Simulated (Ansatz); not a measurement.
Ansatz (a first-principles code) input (CCSD(T)/def2-TZVPPD):
A basis named .json is the Basis Set Exchange file of that set.

Ansatz 0.2 input:
```yaml
crystal:
  periodic: [false, false, false]
  atoms:
    - {symbol: Si, position_ang: [-0.26309224, -0.33452647, 0.36030131]}
    - {symbol: H, position_ang: [-1.07592726, -1.32984891, -0.45101478]}
    - {symbol: F, position_ang: [0.52880206, 0.66813551, -0.51035595]}
basis:
  gaussian:
    orbitals: def2-TZVPPD.json
total_charge: 1
magnetization: {spin_polarized: true, initial_magnetization: 1}
correlation: {method: ccsd_t, electrons: outside_noble_gas}
```

Output:

```
Functional definition: HF
integrals: 0.20 GiB planned
627 factors; integrals over basis functions are off by at most 9.3e-4 eV
mean field: 0.21 GiB planned
mean field evaluation 1: about -10569.6314 eV, gradient 4.9e1 eV
mean field evaluation 2: about -10569.6339 eV, gradient 4.9e1 eV
mean field evaluation 4: about -10577.0270 eV, gradient 2.9e0 eV
mean field evaluation 8: about -10577.1385 eV, gradient 1.7e-1 eV
mean field evaluation 16: about -10577.1194 eV, gradient 9.2e-1 eV
mean field evaluation 32: about -10570.3994 eV, gradient 2.3e-1 eV
mean field evaluation 64: about -10569.2175 eV, gradient 5.6e0 eV
mean field evaluation 96: about -10569.3180 eV, gradient 2.6e-2 eV
mean field evaluation 128: about -10573.8350 eV, gradient 9.0e-2 eV
mean field -10577.13933620 eV, -388.7027011627 hartree, gradient 2.7e-6 eV, S^2 0.765969; 3 other end points of the search recorded, 0 dependent functions left out
determinant -10577.13933620 eV, -388.7027011627 hartree, with singles and doubles -10586.26129215 eV, -389.0379268608 hartree
determinant -10573.83528683 eV, -388.5812795881 hartree, with singles and doubles -10583.00100542 eV, -388.9181135336 hartree
6 core orbitals not correlated
reference -10577.13933620 eV, -388.7027011627 hartree; 6, 5 occupied and 93, 94 virtual orbitals, 627 factors
second order -8.78705442 eV of doubles, -0.00000000 eV of singles
coupled cluster: 0.49 GiB planned
cycle   1  -9.07449396 eV  change   -9.8e-1 eV  update   2.1e-2
cycle   2  -9.09842722 eV  change   -2.4e-2 eV  update   5.2e-3
cycle   3  -9.09888585 eV  change   -4.6e-4 eV  update   2.6e-3
cycle   4  -9.10076321 eV  change   -1.9e-3 eV  update   1.1e-3
cycle   5  -9.10111957 eV  change   -3.6e-4 eV  update   5.7e-4
cycle   6  -9.10155231 eV  change   -4.3e-4 eV  update   2.5e-4
cycle   7  -9.10156998 eV  change   -1.8e-5 eV  update   9.1e-5
cycle   8  -9.10158019 eV  change   -1.0e-5 eV  update   3.6e-5
cycle   9  -9.10157417 eV  change    6.0e-6 eV  update   1.4e-5
cycle  10  -9.10157145 eV  change    2.7e-6 eV  update   5.4e-6
perturbative correction -0.28447235 eV, -0.0104541659 hartree
Total energy: -10586.52538000 eV, -389.0476319102 hartree
```
